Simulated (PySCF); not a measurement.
# V: excitation energy

V [Ar] 3d3 4s2 (4F) → V [Ar] 3d3 4s1 4p1 (high-spin determinant), as a difference of total energies. All numbers are calculated (PySCF 2.14, the non-relativistic Hamiltonian (point nucleus), in def2-TZVPPD). Correlated levels: valence: [Ar] frozen; valence and next inner shell: [Ne] frozen. The calculations carry no spin-orbit coupling.

| method | excitation energy (cm⁻¹) |
| --- | --- |
| UHF | 8040.8 |
| LDA | 17483 |
| PBE | 15867 |
| PBE0 | 14574 |
| r2SCAN | 12793 |
| r2SCAN0 | 13396 |
| r2SCANh | 13120 |
| HSE06 | 14769 |
| TPSS | 15172 |
| MP2 (valence) | 13786 |
| SCS-MP2 (valence) | 15939 |
| MP2 (valence and next inner shell) | 15025 |
| SCS-MP2 (valence and next inner shell) | 16457 |

A first-order spin-orbit estimate (lowest level to lowest level, LS coupling) adds -0.009 eV.

The determinant of the upper state mixes LS terms, which raises its energy above the lowest term, most at the Hartree-Fock and MP2 levels.
